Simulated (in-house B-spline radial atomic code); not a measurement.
B²⁺. Computed with a B-spline radial atomic code. Model: all-electron spherical atom, spin shells full or empty, radial basis limit, no spin-orbit coupling, Breit or QED, empty-state partial waves extrapolated as (l+1/2)^-4, RPA, G0W0 and static COHSEX of the highest shell as one setting changes (uncorrelated shells keep exact exchange).

Empty levels are discrete states of a finite basis, so the steps are uneven.

Given: element B; charge 2; filled core He; hamiltonian non-relativistic; mean-field start r2SCAN; highest l of empty states 9; lowest nl shells left uncorrelated 0; highest mean-field shell 2s up; box radius 17.55 bohr.

Shell: 2s 1 0 (electrons up and down).

| highest empty level kept (hartree) | RPA correlation energy (hartree) | G0W0 level (eV) | G0W0 minus most complete (meV) | COHSEX level (eV) | linearised minus solved G0W0 (meV) |
| --- | --- | --- | --- | --- | --- |
| 3 | -0.04303 | -38.771 | 166 | -40.492 | 102.2 |
| 6 | -0.052261 | -38.82 | 117.2 | -40.67 | 103.2 |
| 10.5 | -0.064 | -38.847 | 90.6 | -40.777 | 103.8 |
| 18 | -0.075923 | -38.865 | 72 | -40.835 | 104.3 |
| 30 | ? | ? | ? | ? | ? |
| 54 | -0.11077 | -38.912 | 25.7 | -40.969 | 105.7 |
| 90 | -0.11896 | -38.923 | 14 | -41.005 | 106 |
| 180 | -0.12389 | -38.931 | 6.7 | -41.025 | 106.2 |
| 360 | -0.12683 | -38.935 | 2.2 | -41.037 | 106.4 |
| 750 | ? | ? | ? | ? | ? |
| 1800 | -0.1281 | -38.937 | 0.1 | -41.041 | 106.4 |
| 6000 | -0.12816 | -38.937 | 0 | -41.042 | 106.4 |

Question: What follows for highest empty level kept = 750?

Answer: RPA correlation energy -0.1278 hartree; G0W0 level -38.937 eV; G0W0 minus most complete 0.7 meV; COHSEX level -41.04 eV; linearised minus solved G0W0 106.4 meV.

Question: What follows for highest empty level kept = 30?

Answer: RPA correlation energy -0.090593 hartree; G0W0 level -38.884 eV; G0W0 minus most complete 53.5 meV; COHSEX level -40.889 eV; linearised minus solved G0W0 104.9 meV.
